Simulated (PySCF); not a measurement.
Molecule: `InChI=1S/C5H6O2/c1-6-5-3-2-4-7-5/h2-4H,1H3`.

Cartesian coordinates in Å; atom numbers follow the order of the lines, from 1:
```xyz
13

C    -2.0426    0.4434    0.2914
O    -1.1403   -0.6302    0.4339
C     0.1515   -0.3442    0.5319
C     1.2332   -1.1678    0.6676
C     2.3619   -0.2864    0.7228
C     1.8812    0.9805    0.6178
O     0.5203    0.9456    0.4999
H    -2.0011    1.1237    1.1574
H    -1.8365    1.0258   -0.6212
H    -3.0420   -0.0024    0.2236
H     1.2144   -2.2523    0.7197
H     3.4073   -0.5692    0.8289
H     2.3339    1.9669    0.6079
```

Geometry PBE0-D3(BJ)/def2-SVP throughout; GIAO in PySCF 2.14.0 with density-fitted response routines, gas phase, one conformer, non-relativistic; equivalent atoms averaged; functional PBE0.

For orientation, pcSseg-1 gives these shifts δ (against TMS, H2O at the same level): C3 164.1, C6 133.7, C5 118.8, C1 54.4, O7 277.6, H13 6.81, H12 6.43, H11 5.36, H8/H9/H10 3.80 ppm.

A run gave: C3 147.1, C6 121.8, C5 108.2, C1 51.4, O7 234.7, H13 6.59, H12 6.07, H11 4.87, H8/H9/H10 3.75 ppm (shifts δ (against TMS, H2O at the same level)).

**Question.** Which basis set was used in that run?
A. cc-pVTZ
B. 6-31G
C. def2-SVP
D. 6-31G*

**Answer.** D. C3 tells them apart best: 6-31G* gives 147.1, 6-31G gives 151.9, cc-pVTZ gives 162.6, def2-SVP gives 153.2 ppm.
